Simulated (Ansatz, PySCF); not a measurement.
Species: chloro selenohypochlorite, SeCl₂, net charge 0, singlet state. SMILES: [Se](Cl)Cl
Geometry: optimised at B3LYP-D3(BJ)/def2-TZVP (Ansatz, a first-principles code).

Property: atomisation energy (electronic, to ground-state atoms), in kcal/mol. Correlated levels leave the core frozen unless marked. UHF or UKS for open shells. No spin-orbit coupling. The frozen core is the preceding noble-gas configuration, with the filled d and f shells of earlier blocks. No relativistic terms. The coupled-cluster limit lacks core correlation, which all-electron functionals hold. CBS(X,Y): correlation extrapolated as X^-3; Hartree-Fock from the larger set.

| level | program | atomisation energy (kcal/mol) |
|---|---|---|
| BLYP-D4/def2-TZVPD | Ansatz + dftd4 | 130.5 |
| BLYP/def2-TZVPD | Ansatz | 125.6 |
| TPSS/def2-TZVPD | PySCF | 131.4 |
| TPSS-D3(BJ)/def2-TZVPD | PySCF + dftd3 | 134.1 |
| M06-L-D4/def2-TZVPD | PySCF + dftd4 | 135.0 |
| r2SCAN-D3(BJ)/def2-TZVPD | Ansatz + dftd3 | 130.2 |
| PBE0/6-31G* | Ansatz | 118.7 |
| HSE06-D4/def2-TZVPD | Ansatz + dftd4 | ? |
| LC-wPBE/def2-TZVPD | Ansatz | ? |
| SCS-MP2/def2-TZVPPD | Ansatz | 118.1 |
| CCSD/def2-TZVPPD | Ansatz | ? |
| CCSD(T)/CBS(def2-TZVPP,def2-QZVPP) | Ansatz | ? |

Task: Fill in the missing entries.

Result: 
- HSE06-D4/def2-TZVPD, atomisation energy (kcal/mol): 129.5
- LC-wPBE/def2-TZVPD, atomisation energy (kcal/mol): 116.2
- CCSD/def2-TZVPPD, atomisation energy (kcal/mol): 108.3
- CCSD(T)/CBS(def2-TZVPP,def2-QZVPP), atomisation energy (kcal/mol): 125.7
